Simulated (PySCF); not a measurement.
## ZnSn: energy against distance

Set-up: Zn def2-SVP, Sn def2-SVP with ECP28; scalar-relativistic core potentials (PySCF 2.14). Energies in eV from Zn + Sn in their ground configurations at the same level. State: ³Σ⁻ (triplet), unpaired electrons π ↑↑.

All columns are PBE0. A positive dipole means Zn(−)Sn(+).

```csv
R (Å),E (eV),μ (D),Mulliken charge on Zn (basis-dependent),HOMO (eV),LUMO (eV),Mayer bond order,⟨S²⟩
2.272,-0.318,-2.55,0.22,-5.03,-2.44,1.29,2.02
2.378,-0.581,-2.65,0.22,-4.93,-2.52,1.17,2.02
2.483,-0.718,-2.72,0.22,-4.86,-2.60,1.06,2.02
2.563,-0.763,-2.76,0.22,-4.81,-2.65,0.98,2.02
2.642,-0.775,-2.79,0.22,-4.77,-2.69,0.90,2.02
2.721,-0.763,-2.79,0.22,-4.74,-2.73,0.83,2.02
2.827,-0.723,-2.78,0.21,-4.70,-2.78,0.73,2.02
2.959,-0.651,-2.73,0.20,-4.68,-2.83,0.63,2.02
3.118,-0.553,-2.60,0.19,-4.67,-2.88,0.52,2.01
3.329,-0.426,-2.37,0.16,-4.68,-2.93,0.40,2.01
```

A fit through these points gives, at Re = 2.637 Å, μ = -2.78 D and dμ/dR = -0.209 D/Å; the reduced mass is 41.7 u.

Problem. How strong is the fundamental in the double-harmonic approximation, I = 42.26·(dμ/dR)²/μred km/mol?

Solution. I = 42.26·(-0.209)²/41.7 = 0.0443 km/mol at PBE0.

These are scalar-relativistic numbers at best; spin–orbit coupling would shift them, the dissociation energy most. The state is the lowest determinant that a PBE0 search found; another state may lie lower at other levels.
